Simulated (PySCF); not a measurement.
H6N2OSi, SMILES N[SiH](N)O. Geometry optimised at r2SCAN-D4/def2-SVP. Other conformers were not sampled.

Computed equilibrium geometry at r2SCAN-D4/def2-SVP (PySCF confirms it by a frequency run) as Cartesian coordinates in Å (one conformer of several):
```xyz
10

Si     0.0175     0.0664    -0.3354
N     -0.2528    -1.6331    -0.2419
N      1.4382     0.6230     0.4750
O     -1.2582     0.8823     0.3758
H      0.1476     0.3632    -1.7908
H     -0.8895    -2.0559    -0.9123
H     -0.3736    -2.0691     0.6687
H      2.3502     0.2989     0.1657
H      1.4231     0.7089     1.4875
H     -1.1356     1.8375     0.4385
```
